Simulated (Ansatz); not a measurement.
Cl$_{2}$Ge$_{2}$H$_{4}$, SMILES `[Cl][GeH2][GeH2][Cl]`, relaxed with RKS PBE0-D4/def2-TZVP in Ansatz 0.2.0 from a PBE-D4/def2-SVP geometry. The force threshold is 0.005 eV/Å; the program also tests the step.

The species carries charge 0 and has multiplicity 1.

Start:

```xyz
8

Cl    1.383    0.864   -2.243
Ge    1.038    0.632   -0.091
Ge   -1.039   -0.631    0.089
Cl   -1.384   -0.850    2.242
H     2.250   -0.133    0.497
H     0.931    2.051    0.521
H    -2.254    0.123   -0.505
H    -0.925   -2.055   -0.512
```

Problem. By how much does the energy fall, and how many steps does the optimiser take? (Best estimate.)

Solution. Ansatz gave: 2.08 kJ/mol, in 4 steps.

Problem. Which bonds change most? (Best estimate.)

Solution. The calculation gave: Cl1–Ge2 from 2.192 to 2.165 Å; Ge3–Cl4 from 2.192 to 2.165 Å; Ge2–H5 from 1.549 to 1.534 Å; Ge2–H6 from 1.549 to 1.534 Å.

Problem. Give the relaxed structure. (Estimate.)

Solution. Computed: 
```xyz
8

Cl    1.390    0.867   -2.217
Ge    1.033    0.628   -0.096
Ge   -1.033   -0.628    0.095
Cl   -1.393   -0.856    2.217
H     2.237   -0.130    0.479
H     0.923    2.036    0.502
H    -2.237    0.124   -0.487
H    -0.920   -2.040   -0.494
```
